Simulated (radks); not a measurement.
The numbers below are computed, except where a source is named.
Q: Successive ionisation energies (eV) of one element, from differences of total energies of ions in their ground configurations, starting at charge 0: 8.763, 15.537, 25.645, 37.607, 50.631, 64.539, 121.95, 139.97, 158.73, 177.80, 208.93, 233.39, 257.81, 292.11, 327.88, 366.89, 391.14, 422.35, 462.32, 503.58, 546.10, 589.85. Code: a radial shooting solver on a logarithmic mesh with Libxc functionals. Model: Dirac Kohn-Sham, PBE, spin-unpolarised, spherical densities, finite nucleus; open shells fill j = l - 1/2 first; Fermi nuclear charge, rms radius 5.3658 fm. Which element is it?

A: Tungsten (Z = 74). The first species listed is W in [Xe] 4f14 5d4 6s2, the last W21+ in [Kr] 4d10 4f7.
